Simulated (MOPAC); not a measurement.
Input for MOPAC: PM7 on CH6OSi (SMILES CO[SiH3]), a point of a torsion scan.

```
PM7 1SCF PRECISE CHARGE=0 THREADS=1
CH6OSi

C      1.29478939 1    -0.09071360 1     0.15388074 1
O      0.62704027 1     0.06991483 1    -1.05805106 1
Si    -0.21814200 1    -1.00011509 1    -1.93227273 1
H      1.66761545 1    -1.10963788 1     0.27981252 1
H      2.13520791 1     0.60530768 1     0.17859784 1
H      0.62123433 1     0.13589485 1     0.98536367 1
H      0.59327881 1    -2.18244531 1    -2.24206357 1
H     -0.51176598 1    -0.16847621 1    -3.08577033 1
H     -1.41605647 1    -1.46102701 1    -1.22154599 1
```

The log:

```
*******************************************************************************
 **                                                                           **
 **                              MOPAC v23.2.5                                **
 **                                                                           **
 *******************************************************************************
 ** MOPAC's Digital Object Identifier: https://doi.org/10.5281/zenodo.6511958 **
 **                                                                           **
 ** Please cite the open-source release paper for use of this MOPAC version:  **
 ** J. E. Moussa and J. J. P. Stewart (2026)                                  **
 ** MOPAC: An open-source semiempirical molecular orbital program             **
 ** J. Open Source Softw., 11(119), 8025, https://doi.org/10.21105/joss.08025 **
 *******************************************************************************

                              PM7 CALCULATION RESULTS

 *******************************************************************************
 *  PM7        - The PM7 Hamiltonian to be used
 *
 *
 *
 *                 CHARGE ON SYSTEM = 0
 *
 *
 *
 *  PRECISE    - TIGHTER CRITERIA TO BE USED
 *  1SCF       - DO 1 SCF AND THEN STOP
 *  THREADS=1  - MULTI-THREADING NOT USED
 *  T=         - A TIME OF 172800.0 SECONDS REQUESTED
 *  DUMP=N     - RESTART FILE WRITTEN EVERY 7200.0 SECONDS REQUESTED
 *******************************************************************************
PM7 1SCF PRECISE CHARGE=0 THREADS=1
 CH6OSi

   ATOM   CHEMICAL          X               Y               Z
  NUMBER   SYMBOL      (ANGSTROMS)     (ANGSTROMS)     (ANGSTROMS)

     1       C          1.29478939  *  -0.09071360  *   0.15388074  *
     2       O          0.62704027  *   0.06991483  *  -1.05805106  *
     3      Si         -0.21814200  *  -1.00011509  *  -1.93227273  *
     4       H          1.66761545  *  -1.10963788  *   0.27981252  *
     5       H          2.13520791  *   0.60530768  *   0.17859784  *
     6       H          0.62123433  *   0.13589485  *   0.98536367  *
     7       H          0.59327881  *  -2.18244531  *  -2.24206357  *
     8       H         -0.51176598  *  -0.16847621  *  -3.08577033  *
     9       H         -1.41605647  *  -1.46102701  *  -1.22154599  *



          CARTESIAN COORDINATES

    NO.       ATOM           X           Y           Z

     1         C          1.2948     -0.0907      0.1539
     2         O          0.6270      0.0699     -1.0581
     3        Si         -0.2181     -1.0001     -1.9323
     4         H          1.6676     -1.1096      0.2798
     5         H          2.1352      0.6053      0.1786
     6         H          0.6212      0.1359      0.9854
     7         H          0.5933     -2.1824     -2.2421
     8         H         -0.5118     -0.1685     -3.0858
     9         H         -1.4161     -1.4610     -1.2215

 General Reference for PM7:
 "Optimization of Parameters for Semiempirical Methods VI: More Modifications to the
 NDDO Approximations and Re-optimization of Parameters", J. J. P. Stewart, J. Mol. Mod., 1:32, 19 (2013)
 https://link.springer.com/article/10.1007/s00894-012-1667-x

           Empirical Formula: C H6 O Si  =     9 atoms



      MOLECULAR POINT GROUP   :   C1


      RHF CALCULATION, NO. OF DOUBLY OCCUPIED LEVELS = 10


 -------------------------------------------------------------------------------
 PM7 1SCF PRECISE CHARGE=0 THREADS=1
 CH6OSi



     1SCF WAS SPECIFIED, SO BFGS WAS NOT USED
     SCF FIELD WAS ACHIEVED


                              PM7 CALCULATION
                                                       MOPAC v23.2.5 Linux




          FINAL HEAT OF FORMATION =        -61.65067 KCAL/MOL =    -257.94639 KJ/MOL


          COSMO AREA              =        107.64 SQUARE ANGSTROMS
          COSMO VOLUME            =         94.65 CUBIC ANGSTROMS

          IONIZATION POTENTIAL    =         10.728329 EV
          HOMO LUMO ENERGIES (EV) =        -10.728  0.933
          NO. OF FILLED LEVELS    =         10
          MOLECULAR WEIGHT        =         62.1433         POINT GROUP:  C1

          MOLECULAR DIMENSIONS (Angstroms)

            Atom       Atom       Distance
            H     9    H     5     4.34069
            H     6    H     8     3.50173
            H     7    H     6     2.21608


          SCF CALCULATIONS        =          1





   ATOM   CHEMICAL          X               Y               Z
  NUMBER   SYMBOL      (ANGSTROMS)     (ANGSTROMS)     (ANGSTROMS)

     1       C          1.29478939  *  -0.09071360  *   0.15388074  *
     2       O          0.62704027  *   0.06991483  *  -1.05805106  *
     3      Si         -0.21814200  *  -1.00011509  *  -1.93227273  *
     4       H          1.66761545  *  -1.10963788  *   0.27981252  *
     5       H          2.13520791  *   0.60530768  *   0.17859784  *
     6       H          0.62123433  *   0.13589485  *   0.98536367  *
     7       H          0.59327881  *  -2.18244531  *  -2.24206357  *
     8       H         -0.51176598  *  -0.16847621  *  -3.08577033  *
     9       H         -1.41605647  *  -1.46102701  *  -1.22154599  *

                             CARTESIAN COORDINATES

   1    C        1.294789390    -0.090713600     0.153880740
   2    O        0.627040270     0.069914830    -1.058051060
   3   Si       -0.218142000    -1.000115090    -1.932272730
   4    H        1.667615450    -1.109637880     0.279812520
   5    H        2.135207910     0.605307680     0.178597840
   6    H        0.621234330     0.135894850     0.985363670
   7    H        0.593278810    -2.182445310    -2.242063570
   8    H       -0.511765980    -0.168476210    -3.085770330
   9    H       -1.416056470    -1.461027010    -1.221545990


           Empirical Formula: C H6 O Si  =     9 atoms



      MOLECULAR POINT GROUP   :   C1


                  EIGENVALUES
 -29.82053 -24.23968 -18.43631 -15.84352 -15.60551 -15.40368 -12.79296 -12.61372
 -11.23894 -10.72833   0.93345   2.67093   2.74904   4.15081   5.50501   5.60695
   6.16013   8.00371  22.00175  22.26479  22.86396  23.15063  24.23551


              NET ATOMIC CHARGES AND DIPOLE CONTRIBUTIONS

  ATOM NO.   TYPE          CHARGE      No. of ELECS.   s-Pop       p-Pop       d-Pop
    1          C          -0.072448        4.0724     1.06185     3.01060
    2          O          -0.611058        6.6111     1.73705     4.87400
    3         Si           0.197892        3.8021     0.91408     2.68525     0.20278
    4          H           0.107832        0.8922     0.89217
    5          H           0.132756        0.8672     0.86724
    6          H           0.117647        0.8824     0.88235
    7          H           0.034043        0.9660     0.96596
    8          H           0.059237        0.9408     0.94076
    9          H           0.034099        0.9659     0.96590
 DIPOLE           X         Y         Z       TOTAL
 POINT-CHG.    -0.203    -1.880     0.586     1.980
 HYBRID         0.314     0.519     0.305     0.679
 SUM            0.112    -1.362     0.892     1.631


          ATOMIC ORBITAL ELECTRON POPULATIONS

     Atom    s        px        py        pz      x^2-y^2     xz        z^2       yz        xy
    1  C   1.06185   1.04331   1.12293   0.84437
    2  O   1.73705   1.72992   1.69092   1.45316
    3 Si   0.91408   0.91996   0.88781   0.87748   0.03471   0.03423   0.03200   0.04877   0.05306
    4  H   0.89217
    5  H   0.86724
    6  H   0.88235
    7  H   0.96596
    8  H   0.94076
    9  H   0.96590

 **********************
 *                    *
 * JOB ENDED NORMALLY *
 *                    *
 **********************




 == MOPAC DONE ==
```

The run finished.

Cost: about 0.03 core-seconds (a rough figure).
